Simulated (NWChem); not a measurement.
System: ZrH4O; SMILES [OH][ZrH3]

NWChem input:

```
start job
memory heap 200 mb stack 900 mb global 1100 mb
geometry units angstroms noautosym nocenter noautoz
  Zr     0.000895     0.317729     0.000003
  O      0.000685    -1.562225    -0.000651
  H      0.006885    -2.520170    -0.001288
  H     -1.146950     0.868801     1.354951
  H      1.748918     0.865990     0.317214
  H     -0.597012     0.869175    -1.671965
end
basis spherical
  Zr library def2-svpd
  O library def2-svpd
  H library def2-svpd
end
ecp
  Zr library def2-ecp
end
dft
  xc pbe0
  iterations 150
end
property
  response 1 0.0428
end
task dft property
```

All runs use the structure optimised with PBE0/def2-SVP. def2 effective core potentials on Zr; no spin-orbit coupling.

Field at 1065 nm.

Problem. Give the results of this calculation. (PBE0/def2-SVPD with def2 effective core potentials on Zr.) Quantities: isotropic polarisability (bohr³); anisotropy (bohr³).

Solution. isotropic polarisability (bohr³): 55.6
anisotropy (bohr³): 0.9
